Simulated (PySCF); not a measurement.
Deuteron quadrupole couplings in `CP(C)(=O)C1=CCCC1`

Compound: C7H13OP.
Z-matrix (Å and degrees, GFN2-xTB geometry), rows numbered from 1:
```
C 
P   1  1.8361
C   2  1.8363  1  104.58
O   2  1.4675  1  113.23  3  -124.10
C   2  1.8064  1  105.41  3   110.73
C   5  1.3284  2  122.29  1   122.63
C   6  1.4963  5  112.11  2   179.08
C   7  1.5390  6  103.31  5    12.39
C   5  1.5039  2  125.99  1   -59.01
H   1  1.0885  2  107.57  3    67.90
H   1  1.0884  2  108.07  3  -174.89
H   1  1.0851  2  112.37  3   -53.33
H   3  1.0882  2  107.99  1   176.99
H   3  1.0884  2  107.86  1   -65.71
H   3  1.0852  2  112.20  1    55.57
H   6  1.0761  5  124.83  2     0.33
H   7  1.0938  6  109.73  5  -106.75
H   7  1.0903  6  112.21  5   133.77
H   8  1.0906  7  109.39  6    97.98
H   8  1.0886  7  112.31  6  -142.03
H   9  1.0936  5  109.73  2   -73.03
H   9  1.0903  5  112.67  2    47.16
```

Level: PBE0/pcSseg-1 (PySCF, non-relativistic); Q(2H) = 0.00286 b; rigid geometry, the same for H and D, with no vibrational averaging.

Question: Rank these positions by the coupling χzz of a deuteron there, largest first.
A. H22 (methylene hydrogen)
B. H21 (methylene hydrogen)
C. H15 (methyl hydrogen)
D. H14 (methyl hydrogen)
E. H16 (vinylic hydrogen)

Answer: E (223 kHz), C (217 kHz), D (212 kHz), A (208 kHz), B (203 kHz).

Q: Give the electric field gradient Vzz (the principal value of largest size), its asymmetry and the 2H coupling at each hydrogen.

A: 
| atom | bonded to | bond length (Å) | Vzz (au) | η | χzz (kHz) |
| --- | --- | --- | --- | --- | --- |
| H10 | C1 | 1.089 | 0.3148 | 0.01 | 212 |
| H11 | C1 | 1.088 | 0.3147 | 0.01 | 211 |
| H12 | C1 | 1.085 | 0.3226 | 0.00 | 217 |
| H13 | C3 | 1.088 | 0.3151 | 0.01 | 212 |
| H14 | C3 | 1.088 | 0.3152 | 0.01 | 212 |
| H15 | C3 | 1.085 | 0.3222 | 0.00 | 217 |
| H16 | C6 | 1.076 | 0.3322 | 0.02 | 223 |
| H17 | C7 | 1.094 | 0.3028 | 0.02 | 204 |
| H18 | C7 | 1.090 | 0.3084 | 0.02 | 207 |
| H19 | C8 | 1.091 | 0.3064 | 0.02 | 206 |
| H20 | C8 | 1.089 | 0.3119 | 0.01 | 210 |
| H21 | C9 | 1.094 | 0.3026 | 0.02 | 203 |
| H22 | C9 | 1.090 | 0.3091 | 0.02 | 208 |

Q: How does χzz go with the bond length over the 13 C–H bonds?

A: A straight-line fit has a slope of -12.2 kHz for each 0.01 Å, with a correlation coefficient of -0.97, over lengths from 1.076 to 1.094 Å. The longer bonds have the smaller couplings here.

Isolated species at its GFN2-xTB geometry (one conformer only). GFN2-xTB bond lengths can be off by several hundredths of an ångström, more for odd bonds, and the gradients follow them. The small basis limits the accuracy of the gradients.
